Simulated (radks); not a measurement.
Results of a calculation; reference values are marked as such.
Question: Lu2+, configuration [Xe] 4f14 6s1 (the NIST ground configuration). Code: a radial shooting solver on a logarithmic mesh with Libxc functionals. Model: Dirac Kohn-Sham, PBEsol, spin-unpolarised, spherical densities, point nucleus.

Spin-orbit splittings of the eigenvalues, e(l+1/2) - e(l-1/2), with zeta = 2 splitting/(2l+1) and mean radii in bohr:

shell  occ.  splitting (eV)  zeta (eV)  <r> j=l-1/2  <r> j=l+1/2
2p        6            1117      744.6      0.06742      0.07503
3p        6           238.2      158.8       0.2021       0.2163
3d       10           52.02      20.81       0.1899       0.1943
4p        6           54.27      36.18       0.4851       0.5179
4d       10           9.904      3.962       0.5411       0.5527
4f       14           1.527     0.4363       0.7116       0.7264
5p        6               ?          ?        1.305        1.412

Estimate the 5p splitting.

Answer: 7.037 eV (zeta = 4.691 eV).
